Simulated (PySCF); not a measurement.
anisole (C7H8O), SMILES COc1ccccc1.

Coordinates come from a r2SCAN-D4/def2-SVP optimisation. Other conformers were not sampled.

These are PySCF with ωB97X/def2-TZVP values and carry that method's errors.

Symmetry labels are those of the subgroup Cs that the program uses (full group Cs).

Computed valence orbital energies around the gap with their symmetry:
| orbital | symmetry | energy (eV) |
|---|---|---|
| HOMO−7 | A' | -14.14 |
| HOMO−6 | A" | -13.40 |
| HOMO−5 | A' | -12.81 |
| HOMO−4 | A' | -12.55 |
| HOMO−3 | A" | -11.72 |
| HOMO−2 | A' | -11.69 |
| HOMO−1 | A" | -9.48 |
| HOMO | A" | -8.53 |
| LUMO | A" | 1.80 |
| LUMO+1 | A" | 2.24 |
| LUMO+2 | A' | 3.37 |
| LUMO+3 | A' | 3.88 |
